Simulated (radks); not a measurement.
Problem. The mean radii <r> (bohr) of the occupied orbitals of an atom or ion are listed with their occupations. Method: scalar-relativistic Kohn-Sham, r2SCAN, spin-polarised, spherical densities, finite nucleus; meta-GGA in the generalised Kohn-Sham scheme; Fermi nuclear charge, rms radius of each element as measured or else 0.836 A^(1/3) + 0.57 fm; computed with a radial shooting solver on a logarithmic mesh with Libxc functionals.

orbital  occ.      <r>
1s down     1  0.03344
1s up       1  0.03344
2s up       1   0.1456
2s down     1   0.1456
2p up       3   0.1270
2p down     3   0.1270
3s up       1   0.4016
3s down     1   0.4017
3p up       3   0.4023
3p down     3   0.4024
3d up       5   0.3841
3d down     5   0.3841
4s up       1    1.023
4s down     1    1.017
4p up       3    1.126
4p down     3    1.120
4d up       5    1.503
4d down     1    1.541

Name the element and its charge. Open shells, if any, are filled with parallel spins first.

Solution. Z = 44, ruthenium, charge +2: Ru2+ in [Kr] 4d6. The 1s radius gives Z: for a bare nucleus <r> = (2 gamma + 1)/(2Z) with gamma = sqrt(1 - (Z/c)^2), 0.03289 bohr for Z = 44, and screening makes it slightly larger (0.03344 here). The occupations add up to 42, and the charge is Z minus that.
